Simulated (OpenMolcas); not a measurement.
# P+: effect of the active space

| Quantity | Value |
| --- | --- |
| Program | OpenMolcas |
| Method | SS-CASPT2 or its RAS form, IPEA 0.25 Eh, imaginary shift 0.1 Eh |
| Basis | ANO-RCC-VTZP |
| Scalar Hamiltonian | DKH2, point nucleus |
| Spin-orbit coupling | state interaction with AMFI integrals over the reference wave functions, term energies averaged over their components |

A. 2 electrons in 3 orbitals (3p); 2S+1 = 3 even, 3 roots; 2S+1 = 1 even, 6 roots; closed shells correlated: 2s 2p 3s; CASPT2 step roughly 0.6 core-seconds
B. 4 electrons in 4 orbitals (3s 3p); 2S+1 = 3 even, 3 roots; 2S+1 = 1 even, 6 roots; 2S+1 = 5 odd, 1 root; 2S+1 = 3 odd, 9 roots; 2S+1 = 1 odd, 8 roots; closed shells correlated: 2s 2p; CASPT2 step of the order of 2 core-seconds
C. 4 electrons in 9 orbitals (RAS2 3s 3p; RAS3 3d, at most 2 electrons); 2S+1 = 3 even, 6 roots; 2S+1 = 1 even, 11 roots; 2S+1 = 5 odd, 1 root; 2S+1 = 3 odd, 8 roots; 2S+1 = 1 odd, 8 roots; closed shells correlated: 2s 2p; CASPT2 step of the order of 25 core-seconds

Energies in cm-1 above 3s2 3p2 3P0, the measured ground level; measured values from NIST Handbook of Basic Atomic Spectroscopic Data.

```csv
Level,A,B,C,Measured
3s2 3p2 3P0,0.0,0.0,0.0,0.0
3s2 3p2 3P1,146,144,144,165
3s2 3p2 3P2,421,413,415,469
3s2 3p2 1D2,8920,8550,9240,8882
3s2 3p2 1S0,21950,20120,22120,21576
```

Deviations, from unrounded energies. A percentage is the sum of absolute deviations over the sum of measured energies, with the sign that they share, or ± where signs differ.

```
                        Against measurement  Levels      A      B      C
             mean absolute deviation (cm-1)       4    120    470    250
      fine structure of the ground term (%)       2  -10.5  -12.0  -11.9
other terms of the ground configuration (%)       2   +1.4   -5.9   +3.0
```

A lies closest to measurement on these levels and B furthest from it. The largest miss of A in the table is 3s2 3p2 1S0, by +370 cm-1. The ranking rests on the paired levels alone, and a cruder setting can come out closer through cancelling errors.

Among A to C the level of the table that moves most is 3s2 3p2 1S0, by 2000 cm-1 (lowest in B, highest in C). Moves below CASPT2's spread within the term are not significant.

Term energies are means over components that CASPT2 splits; among the terms shown or strongly mixed into the levels shown the widest spread is 110 cm-1 (3s2 3p2 1D, A). Over all roots computed the reference weight is 0.85 to 0.99 in B; the roots of lowest weight are the least certain, and an intruder state may touch them. With the s shell closed, the reference lacks s² → p² mixing (holds for A). The run also gave levels led by 3s 3p2 3d, 3s2 3p 3d, which use shells meant for correlation; these and all levels above them are left out (holds for C). Computed and measured levels are paired by configuration, term and J; levels that our copy of the source lacks, or whose pairing is in doubt (as where it misses far off the trend of its configuration), stay unpaired and out of the deviations. Levels of configurations outside the active space are missing. The table leaves out levels that lie high or whose names do not pair safely across all columns.
